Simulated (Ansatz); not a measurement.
Start from `[CH3][Sn][OH]` and change one atom or group to get `[OH][Sn][SH]`.

Ansatz, PBE0-D4/def2-TZVP geometries, multiplicity 1. Each molecule was computed in one conformer, which needn't be the lowest.

Elements past krypton have def2 core potentials. Outer-core shells of Sn are correlated without core-valence functions. Spin–orbit coupling is left out.

```tsv
property	`[CH3][Sn][OH]`
LUMO energy (PBE/def2-TZVPP) / eV	-2.83
HOMO–LUMO gap (B3LYP/def2-TZVPP) / eV	3.94
size of the dipole moment (B3LYP/def2-TZVPP) / D	1.78
vertical ionisation energy (CCSD(T)/def2-TZVPP) / eV	8.67
size of the dipole moment (ωB97M-V/def2-TZVPP) / D	1.84
LUMO energy (B3LYP/def2-TZVPP) / eV	-2.39
```

Q: What does the change do to each property? (Estimate.)

A: The calculation gave: 
```tsv
property	`[OH][Sn][SH]`	shift
LUMO energy (PBE/def2-TZVPP) / eV	-2.90	-0.07
HOMO–LUMO gap (B3LYP/def2-TZVPP) / eV	4.70	0.76
size of the dipole moment (B3LYP/def2-TZVPP) / D	0.47	-1.31
vertical ionisation energy (CCSD(T)/def2-TZVPP) / eV	9.46	0.79
size of the dipole moment (ωB97M-V/def2-TZVPP) / D	0.50	-1.34
LUMO energy (B3LYP/def2-TZVPP) / eV	-2.48	-0.09
```

With PBE0 the HOMO falls by 0.87 eV and the LUMO falls by 0.13 eV, so the gap widens by about 0.74 eV. PBE moves the HOMO by -0.86 eV and ωB97M-V by -0.80 eV. The zero-point energy changes by -68.5 kJ/mol with -6 modes. Dipoles are sizes alone; their direction can turn.

B3LYP here is the variant with VWN-RPA as its local correlation; programs differ in this.
